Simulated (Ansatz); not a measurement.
`[SeH][SiH2]Br` + HCl → `Cl[SiH2]Br` + H₂Se at 298.15 K and 1 bar (ligand exchange at the Si–Se bond).

Program: Ansatz. Geometries: PBE0-D4/def2-TZVP. ΔE: electronic, gas phase. CBS: MP2 limit from def2 TZ/QZ plus the TZ coupled-cluster correction, frozen cores. This one scheme is used for every species. For Br, Se outer-core shells are correlated without core-valence functions, which leaves a few kJ/mol of doubt a bond. Scalar relativity is left out up to krypton. One conformer a species, not always the lowest.

```
        species  CCSD(T)/CBS energy (Eh)  H − E (kJ/mol)  S (J/(mol·K))
`[SeH][SiH2]Br`              -5264.97418            86.4          330.4
            HCl               -460.38127            26.6          186.8
   `Cl[SiH2]Br`              -3323.46904            66.3          304.6
           H₂Se              -2401.89790            45.8          219.1
```

H − E and S are ideal-gas, rigid-rotor, harmonic terms from PBE0-D4/def2-TZVP, for one conformer and one mirror image of each species. 1 Eh = 2625.50 kJ/mol, R = 8.31446 J/(mol·K).

Q: By hand: ΔE, ΔH, ΔS and ΔG.

A: ΔE = (-3323.46904) + (-2401.89790) − (-5264.97418) − (-460.38127) = -0.01149 Eh = -30.2 kJ/mol. Δ(H − E) = 66.3 + 45.8 − 86.4 − 26.6 = -0.9, so ΔH = -31.1 kJ/mol. ΔS = 304.6 + 219.1 − 330.4 − 186.8 = 6.5 J/(mol·K). ΔG = -31.1 − 298.15 × (6.5)/1000 = -33.0 kJ/mol.

Q: By hand: the equilibrium constant, and the temperature at which ΔG would vanish if ΔH and ΔS stayed fixed.

A: log₁₀ K = −ΔG/(RT ln 10) = 5.8. ΔH and −TΔS have one sign here, so there is no such temperature.

The number of gas molecules stays the same, so ΔS is small and ΔH decides. A doubt of 5 kJ/mol in ΔE shifts log₁₀ K by 0.9 here. Other conformers and mirror images would add mixing entropy, several J/(mol·K) or more a flexible species. These are equilibria of isolated gas molecules and say nothing of rates. Largest T1 diagnostic: 0.008 (customary marks: 0.02 for closed shells, 0.045 for open ones).

ΔS is within the doubt of such terms, so its sign, and with it that verdict, could turn.
